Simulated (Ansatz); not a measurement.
Frontier orbitals of `CC(C)[O][Sn][NH2]`.

```csv
atom,x (Å),y (Å),z (Å)
C1,1.7937,-0.0235,-0.5895
C2,0.2905,0.0544,-0.7849
C3,-0.2589,-1.2027,-1.4341
O4,-0.3311,0.2411,0.4643
Sn5,-1.4237,1.8384,0.9137
N6,-1.7667,1.1103,2.7488
H7,2.0379,-0.8533,0.0789
H8,2.1703,0.8971,-0.1381
H9,2.3095,-0.1785,-1.5409
H10,0.0786,0.9052,-1.4576
H11,-1.3380,-1.1184,-1.5812
H12,0.2096,-1.3846,-2.4050
H13,-0.0711,-2.0651,-0.7893
H14,-2.3152,1.5546,3.4669
H15,-1.3855,0.2250,3.0481
```

Charge 0, multiplicity 1. Correlated methods include outer-core shells of Sn, which these sets cover unevenly. Sn takes the def2 core potential. The structure was optimised at the PBE0-D4/def2-TZVP level. It is one conformer, not always the lowest. Basis def2-TZVPP, the Gaussian-basis code of Ansatz.

```
functional  HOMO (eV)  LUMO (eV)  gap (eV)
       PBE      -5.62      -2.18      3.44
      BLYP      -5.49      -2.11      3.38
    r2SCAN      -5.90      -2.10      3.80
    B97M-V      -5.96      -2.15      3.81
      PBE0      -6.90      -1.53      5.37
     B3LYP      -6.73      -1.76      4.97
   r2SCAN0      -7.10      -1.50      5.60
 CAM-B3LYP      -8.21      -0.64      7.57
   ωB97M-V      -9.09       0.14      9.23
```

From PBE to PBE0 the HOMO moves by −1.28 eV and the LUMO by +0.64 eV, and with ωB97M-V by −3.47 and +2.31 eV, so the gap grows from 3.44 to 9.23 eV with exact exchange. A positive LUMO is unbound and depends on the basis.

B3LYP here is the variant with VWN-RPA as its local correlation; programs differ in this.
